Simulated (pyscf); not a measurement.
**HO–TiH(F)–F (SMILES [OH][TiH]([F])[F]), singlet**

Gas-phase minimum from PySCF at ωB97X-D3(BJ)/def2-SVP, one conformer. 

```xyz
6

O      1.4120    -0.3233     0.1266
Ti     0.0491     0.6278    -0.3803
F      0.4486     1.8428    -1.5547
F     -1.3001    -0.3420    -0.8877
H      2.2776    -0.7409     0.1130
H     -0.4363     1.4423     0.9915
```

Bonds (Å): O1–Ti2 1.738, O1–H5 0.961, Ti2–F3 1.736, Ti2–F4 1.737, Ti2–H6 1.668. Bond angles (°): Ti2–O1–H5 160.1, O1–Ti2–F3 113.6, O1–Ti2–F4 112.9, O1–Ti2–H6 104.8, F3–Ti2–F4 111.8, F3–Ti2–H6 106.4, F4–Ti2–H6 106.7.

Properties at ωB97X-D3(BJ)/def2-SVP:

```json
{
 "harmonic_wavenumbers_unscaled": "32, 179, 208, 214, 328, 568, 623, 776, 845, 899, 1823, 3976 cm⁻¹",
 "zero_point_energy": "15.0 kcal/mol",
 "rotational_symmetry_number": "1",
 "Entropy of this conformer at 298 K and 1 atm, rigid rotor and harmonic oscillator, modes under 100 cm⁻¹ raised to 100": "326.2 J/(mol K)",
 "dipole_moment": "2.69 D"
}
```

Single-point totals, which compare only within one level (frozen core for MP2 and CC):

```json
[
 {"level": "ωB97X-D3(BJ)/def2-TZVP", "total energy (hartree)": "-1125.88300"},
 {"level": "PBE/def2-TZVP", "total energy (hartree)": "-1125.41790"},
 {"level": "r²SCAN/def2-TZVP", "total energy (hartree)": "-1125.75569"},
 {"level": "B3LYP-D3(BJ)/def2-TZVP", "total energy (hartree)": "-1125.91971"},
 {"level": "PBE0-D3(BJ)/def2-TZVP", "total energy (hartree)": "-1125.41559"},
 {"level": "M06-2X/def2-TZVP", "total energy (hartree)": "-1125.73394"},
 {"level": "ωB97M-D3(BJ)/def2-TZVP", "total energy (hartree)": "-1125.96230"},
 {"level": "HF/def2-TZVPP", "total energy (hartree)": "-1123.61142"},
 {"level": "MP2/def2-TZVPP", "total energy (hartree)": "-1124.78811"},
 {"level": "CCSD/def2-TZVPP", "total energy (hartree)": "-1124.79050"},
 {"level": "CCSD(T)/def2-TZVPP", "total energy (hartree)": "-1124.84202"}
]
```

The lowest mode is so soft that the shape along it may change with the basis. Soft torsions are taken as harmonic, which can shift the entropy by several J/(mol K). The CCSD(T) − MP2 part came from Ansatz, without density fitting, on the same reference. The frozen core leaves the outer d or s,p core shells of the metals and heavy elements correlated in the MP2 and CC values, and def2-TZVPP describes them poorly, so these totals are far from the basis limit.
